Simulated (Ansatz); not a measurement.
Al(PF3)H3 (AlPH3F3), relaxed as a singlet with RKS PBE0-D4/def2-SVP in Ansatz, starting from the GFN2-xTB geometry. Force threshold 0.02 eV/Å.

Start:

Cartesian coordinates in Å:
```
Al -0.166 -1.532 0.156
P 0.126 0.973 -0.095
F 1.512 1.672 -0.412
F -0.262 1.969 1.071
F -0.678 1.752 -1.212
H -1.685 -1.390 0.493
H 0.877 -1.629 1.313
H 0.276 -1.815 -1.314
```

| step | energy (eV) | largest force component (eV/Å) | SCF passes |
| --- | --- | --- | --- |
| 1 | -24060.7621 | 1.935 | 22 |
| 2 | -24060.8747 | 1.025 | 27 |
| 3 | -24060.8923 | 0.250 | 28 |
| 4 | -24060.9003 | 0.202 | 27 |
| 5 | -24060.9016 | 0.137 | 22 |
| 6 | -24060.9021 | 0.005 | 23 |

Force components are those of the run's own axes.

End:

Cartesian coordinates in Å:
```
Al -0.156 -1.481 0.152
P 0.113 0.999 -0.101
F 1.542 1.580 -0.423
F -0.271 1.915 1.122
F -0.720 1.712 -1.233
H -1.712 -1.353 0.486
H 0.900 -1.589 1.343
H 0.304 -1.783 -1.346
```

By distances, no bond broke or formed. The bond that changes most is Al1–H7, from 1.56 to 1.60 Å (atoms count from 1).

No frequencies were taken in this run, so the end may be a saddle point.

Hardware: 4 threads of Intel Xeon on a shared host. Wall time 15 s.
